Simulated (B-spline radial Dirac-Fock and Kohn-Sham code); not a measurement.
# Core-level shifts of platinum with charge state

Method: relaxed Dirac-Fock hole states (ΔSCF) with Breit and QED corrections and a finite nucleus. Computed with a radial atomic solver. Each ion is free and in its tabulated ground configuration. The model has no electron correlation.

Reference: Pt²⁹⁺, [Kr] 4d10 4f3, with 1s 79431.9 eV, 2s 14934.0 eV, 3s 4347.0 eV, 3p1/2 4074.7 eV, 4p3/2 1458.9 eV, Kα1 (K-L3) 66821.7 eV, Kβ1 (K-M3) 75740.3 eV, Lℓ (L3-M1) 8263.1 eV. Shifts from it, in eV (a dash: the subshell is empty, belongs to an open shell averaged over j, or its hole state is left out as unreliable):

```
  ion  configuration      1s      2s      3s   3p1/2   4p3/2    Kα1     Kβ1      Lℓ
Pt³⁰⁺  [Kr] 4d10 4f2   +63.6   +65.4   +65.5   +65.5   +53.2  -1.60   -1.48   -0.27
Pt³¹⁺  [Kr] 4d10 4f1  +128.7  +132.2  +132.4  +132.4  +107.3  -3.26   -2.87   -0.42
Pt³²⁺      [Kr] 4d10  +195.3  +200.6  +200.7  +200.8  +162.1  -4.98   -4.17   -0.44
Pt³³⁺       [Kr] 4d9  +269.3  +273.8  +267.7  +268.2  +214.6  -4.22   +3.21   +5.85
Pt³⁴⁺       [Kr] 4d8  +344.5  +348.1  +335.5  +336.5  +267.7  -3.41  +10.92  +12.41
Pt³⁵⁺       [Kr] 4d7  +421.0  +423.5  +404.3  +405.8  +321.4  -2.53  +18.95  +19.22
Pt³⁶⁺       [Kr] 4d6  +498.6  +500.1  +473.9  +476.0  +375.5  -1.60  +27.31  +26.30
Pt³⁷⁺       [Kr] 4d5  +577.5  +577.9  +544.5  +547.0  +430.3  -0.60  +36.01  +33.64
```

Over this range K (1s) moves by +577.5 eV and Kα1 by -0.6 eV: a line is a difference of two levels that shift in the same direction.
